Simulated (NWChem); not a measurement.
SiH₄O₂; SMILES O[SiH2]O

```xyz
7

Si     0.0000     0.0000    -0.4255
O     -1.3853     0.0511     0.4893
O      1.3853    -0.0511     0.4893
H     -0.0651     1.2367    -1.2500
H      0.0651    -1.2367    -1.2500
H     -1.5866    -0.7328     1.0090
H      1.5866     0.7328     1.0090
```
Atoms are numbered in this order, from 1.

Program: NWChem. Geometry optimised at PBE0/def2-SVP; all other runs use it. 

```json
[
 {"quantity": "−ε(HOMO) (eV)", "level": "PBE/def2-SVP", "value": "(withheld)"},
 {"quantity": "vertical, lowest state with f > 0.02, singlet (eV)", "level": "PBE0/def2-SVPD, TDA", "value": "(withheld)"},
 {"quantity": "solvation free energy (kcal/mol) in water", "level": "PBE0/def2-SVP, SMD", "value": "(withheld)"},
 {"quantity": "isotropic polarisability (bohr³), static", "level": "PBE0/def2-SVPD", "value": "35.4"},
 {"quantity": "dipole (D)", "level": "PBE0/def2-SVP", "value": "1.05"},
 {"quantity": "highest harmonic frequency (cm⁻¹)", "level": "PBE0/def2-SVP", "value": "3931"}
]
```

Q: Complete the blanks.

A: 
- −ε(HOMO) (eV), value: 7.07
- vertical, lowest state with f > 0.02, singlet (eV), value: 8.09
- solvation free energy (kcal/mol) in water, value: -7.6
